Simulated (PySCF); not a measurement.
Delta-SCF ions had no search for a lower state. Excitations are Tamm–Dancoff values on a coarser integration grid. The basis has no diffuse functions, so Rydberg states are missing or too high.

Species: H₄AlIN₂, SMILES `[NH2][Al]([NH2])[I]` (charge 0, multiplicity 1).

Problem. What HOMO, dipole moment, vertical ionisation energy (Delta-SCF), T1 excitation (TDA), S1 excitation (TDA), S1–T1 gap (TDA), HOMO–LUMO gap and brightest of the four lowest singlets (TDA) does PySCF 2.14.0 with ωB97X-D3(BJ)/def2-TZVP // B3LYP-D3(BJ)/def2-TZVP give?

Solution. 
```
Property                                       Result
-------------------------------------------  --------
HOMO                                         -9.76 eV
dipole moment                                  2.58 D
vertical ionisation energy (Delta-SCF)        9.81 eV
T1 excitation (TDA)                           5.77 eV
S1 excitation (TDA)                           6.13 eV
S1–T1 gap (TDA)                               0.36 eV
HOMO–LUMO gap                                11.31 eV
brightest of the four lowest singlets (TDA)   7.07 eV
```
